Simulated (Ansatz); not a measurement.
Steps of a relaxation of `[I][Al]1[CH2][CH2]1` with RKS PBE0-D4/def2-TZVP.

```sh
$ ansatz run in.yaml --threads 2 --pin off --events-out ev --progress --plain --max-ram 4352MiB
```

```yaml
crystal:
  periodic: [false, false, false]
  atoms:
    - {symbol: I, position_ang: [-1.584618, -0.489193, 3.279770]}
    - {symbol: Al, position_ang: [-0.513622, -0.171864, 1.077495]}
    - {symbol: C, position_ang: [0.517843, 0.777310, -0.235173]}
    - {symbol: C, position_ang: [-0.036616, -0.654860, -0.718918]}
    - {symbol: H, position_ang: [1.620727, 0.850460, -0.170423]}
    - {symbol: H, position_ang: [0.118120, 1.648228, -0.789888]}
    - {symbol: H, position_ang: [-0.772975, -0.612596, -1.544893]}
    - {symbol: H, position_ang: [0.743441, -1.404486, -0.953769]}
basis:
  gaussian: {orbitals: def2-TZVP}
hamiltonian: {xc: pbe0, dispersion: d4}
relax: {f_tol: 0.005, max_steps: 150}
```

Positions (Å) and forces (eV/Å) along the path, 6 of 6 steps:

```xyz
8
step=1 energy=-16832.8828 eV
I    -1.585   -0.489    3.280    0.107    0.028   -0.222
Al   -0.514   -0.172    1.077    0.214    0.066   -0.413
C     0.518    0.777   -0.235    0.111    0.220    0.000
C    -0.037   -0.655   -0.719   -0.051   -0.184   -0.157
H     1.621    0.850   -0.170   -0.590   -0.074   -0.051
H     0.118    1.648   -0.790    0.201   -0.500    0.268
H    -0.773   -0.613   -1.545    0.405    0.016    0.437
H     0.743   -1.404   -0.954   -0.397    0.428    0.139
8
step=2 energy=-16832.9148 eV
I    -1.567   -0.488    3.244   -0.068   -0.022    0.141
Al   -0.511   -0.170    1.075    0.225    0.071   -0.465
C     0.513    0.775   -0.227    0.008    0.029    0.021
C    -0.041   -0.653   -0.708   -0.033   -0.031   -0.001
H     1.603    0.838   -0.175   -0.171   -0.010    0.007
H     0.118    1.625   -0.790    0.055   -0.133    0.105
H    -0.760   -0.600   -1.531    0.106   -0.013    0.140
H     0.737   -1.386   -0.942   -0.121    0.109    0.053
8
step=3 energy=-16832.9204 eV
I    -1.565   -0.488    3.242   -0.007   -0.003    0.015
Al   -0.505   -0.166    1.061    0.015    0.004   -0.028
C     0.513    0.774   -0.229   -0.010   -0.003    0.029
C    -0.040   -0.652   -0.710   -0.020   -0.004    0.026
H     1.598    0.839   -0.171    0.019   -0.009   -0.005
H     0.120    1.624   -0.784   -0.012    0.008   -0.017
H    -0.759   -0.603   -1.526   -0.008    0.011   -0.018
H     0.731   -1.385   -0.938    0.023   -0.005   -0.001
8
step=4 energy=-16832.9205 eV
I    -1.566   -0.489    3.244    0.002    0.000   -0.004
Al   -0.506   -0.166    1.061    0.001    0.000    0.000
C     0.513    0.774   -0.228    0.007    0.010    0.006
C    -0.041   -0.652   -0.709   -0.011   -0.009   -0.005
H     1.598    0.837   -0.173    0.001    0.002    0.001
H     0.119    1.622   -0.786   -0.001    0.002    0.001
H    -0.757   -0.600   -1.527    0.000   -0.003   -0.002
H     0.733   -1.383   -0.937    0.001   -0.002    0.003
8
step=5 energy=-16832.9206 eV
I    -1.565   -0.490    3.244    0.000    0.000    0.000
Al   -0.506   -0.166    1.061   -0.001    0.001   -0.001
C     0.514    0.775   -0.228   -0.007   -0.009   -0.003
C    -0.043   -0.652   -0.710    0.007    0.008    0.006
H     1.600    0.838   -0.176    0.001    0.000   -0.002
H     0.117    1.622   -0.783    0.001    0.002    0.001
H    -0.755   -0.600   -1.532    0.000    0.000   -0.002
H     0.731   -1.384   -0.932   -0.001   -0.001    0.000
8
step=6 energy=-16832.9206 eV
I    -1.565   -0.490    3.244    0.000    0.000    0.000
Al   -0.506   -0.166    1.061    0.000    0.000    0.000
C     0.514    0.774   -0.228    0.000    0.000    0.000
C    -0.043   -0.651   -0.710    0.000    0.000    0.000
H     1.600    0.838   -0.178    0.000    0.000    0.000
H     0.117    1.623   -0.782    0.000    0.000    0.000
H    -0.754   -0.600   -1.533    0.000    0.000    0.000
H     0.730   -1.385   -0.930    0.000    0.000    0.000
```

Hardware: 2 threads of an Arm Neoverse V2 on a shared host. Wall time 29 s, peak host memory 0.4 GiB.
